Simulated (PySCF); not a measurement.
# Electron correlation in C+ (carbon, charge +1)

[He] 2s2 3d1, 2D determinant (an excited configuration). All numbers are calculated (PySCF 2.14, the spin-free X2C one-electron Hamiltonian (Gaussian nucleus), in aug-cc-pCVTZ-DK with one added diffuse shell each of s, p, d, f type (8s7p5d3f, 75 functions)). Frozen: 1s2; 3 electrons correlated.

MP2 pair energies summed by pair of shells (mhartree):

```tsv
pair	energy	share (%)
2s-2s	-44.04	83.9
2s-3d	-8.46	16.1
```

Total MP2 correlation energy: -52.50 mhartree.

Same-spin part -2.54 and opposite-spin part -49.95 mhartree; SCS-MP2 scales them by 1/3 and 6/5 to -60.79 mhartree.
